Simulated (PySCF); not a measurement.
Calculation: TPSSh-D3(BJ)/def2-TZVP // r2SCAN-D4/def2-SVP run with PySCF. Isolated molecules, 0 K electronic values unless said otherwise. 

Reference species: [Ti(Cl)(H)3] (neutral, multiplicity 1).

```json
{
  "HOMO–LUMO gap": "4.67 eV",
  "LUMO": "-3.74 eV",
  "coordination_number": "4"
}
```

Changed species: [Ti(Cl)2(H)2] (2 of 4 Cl replaced by H; the reference has 3 of 4 Cl replaced by H).

Task: Give the shifts of the HOMO–LUMO gap, LUMO and coordination number.

Result: the HOMO–LUMO gap falls by 0.03 eV, to 4.64 eV; the LUMO falls by 0.25 eV, to -3.99 eV; the coordination number is nearly the same.
